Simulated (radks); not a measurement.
Results of a calculation; reference values are marked as such.
Question: These are the eigenvalues of the occupied orbitals of an atom or ion with whole-number occupations (Ry). Level of theory: Dirac Kohn-Sham, HCTH/407, spin-unpolarised, spherical densities, finite nucleus; Fermi nuclear charge, rms radius of each element as measured or else 0.836 A^(1/3) + 0.57 fm (a radial shooting solver on a logarithmic mesh with Libxc functionals).

orbital  eigenvalue
1s1/2     -5419.431
2s1/2     -945.0765
2p1/2     -905.4139
2p3/2     -792.8901
3s1/2     -221.0435
3p1/2     -203.2090
3p3/2     -178.6504
3d3/2     -148.6473
3d5/2     -143.3163
4s1/2     -47.70540
4p1/2     -40.20003
4p3/2     -34.41946
4d3/2     -22.06486
4d5/2     -20.99126
5s1/2      -8.02283
5p1/2      -5.70043
4f5/2      -5.31339
4f7/2      -5.10485
5p3/2      -4.79372
5d3/2      -1.75787
5d5/2      -1.67150

Which element is it, and in what charge state? The configuration may be excited. Open shells, if any, are shared by 2j + 1.

Answer: Z = 76, osmium, charge +2: Os2+ in [Xe] 4f14 5d6. The list shows which subshells hold electrons but not how many an open one holds; the 1s level, -2709.7 hartree, gives Z - s = 73.6 by -(Z - s)^2/2, which with screening and relativity narrows Z to a few neighbours, and the depths of the outer levels then fix element, charge and occupations together.
